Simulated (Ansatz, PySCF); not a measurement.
This PySCF input computes a SVWN5/def2-TZVPD energy:

```python
from pyscf import gto, scf, dft

mol = gto.M(
    atom='''
    C     2.04205177   -0.33396203    0.55618850
    C     1.17312820   -0.22762496   -0.44905678
    C     0.12428123    0.70980036   -0.59108509
    C    -1.19655319    0.59408667   -0.26517638
    C    -1.75609379   -0.62622332    0.40700973
    H     2.83212017   -1.09086277    0.57177971
    H     2.03870921    0.31574137    1.45017553
    H     0.39750806    1.61405311   -1.14553169
    H    -1.89220269    1.36721785   -0.57785336
    H    -1.70605695   -0.59965150    1.50588007
    H    -2.80944667   -0.79164950    0.14537531
    H    -1.18151645   -1.51130906    0.10289457
    ''',
    basis='def2-tzvpd',
    charge=-1,
    spin=0,
    verbose=4,
)

mf = dft.RKS(mol, xc='svwn').density_fit(auxbasis='def2-universal-jkfit')
mf.grids.level = 3
mf.conv_tol = 1e-9
mf.max_cycle = 100
mf.max_memory = 1500
mf.kernel()
if not mf.converged:
    mf = mf.newton()
    mf.kernel(mf.make_rdm1())
mf.analyze()
```

Task: Write an input for the same energy in Ansatz (an electronic-structure program) and say what it gives.

Result: 
Ansatz 0.2 input:
```yaml
crystal:
  periodic: [false, false, false]
  atoms:
    - {symbol: C, position_ang: [2.04205177, -0.33396203, 0.55618850]}
    - {symbol: C, position_ang: [1.17312820, -0.22762496, -0.44905678]}
    - {symbol: C, position_ang: [0.12428123, 0.70980036, -0.59108509]}
    - {symbol: C, position_ang: [-1.19655319, 0.59408667, -0.26517638]}
    - {symbol: C, position_ang: [-1.75609379, -0.62622332, 0.40700973]}
    - {symbol: H, position_ang: [2.83212017, -1.09086277, 0.57177971]}
    - {symbol: H, position_ang: [2.03870921, 0.31574137, 1.45017553]}
    - {symbol: H, position_ang: [0.39750806, 1.61405311, -1.14553169]}
    - {symbol: H, position_ang: [-1.89220269, 1.36721785, -0.57785336]}
    - {symbol: H, position_ang: [-1.70605695, -0.59965150, 1.50588007]}
    - {symbol: H, position_ang: [-2.80944667, -0.79164950, 0.14537531]}
    - {symbol: H, position_ang: [-1.18151645, -1.51130906, 0.10289457]}
basis:
  gaussian:
    orbitals: def2-TZVPD
hamiltonian:
  xc: {name: SVWN5}
total_charge: -1
output: {forces: true}
```
It gives -192.90624 Eh, and PySCF -192.90632 Eh, a difference of 0.08 mEh, from the treatment of integrals and grids.

It need not be the lowest isomer of its formula. Whether it binds its extra electron was not tested at this geometry.
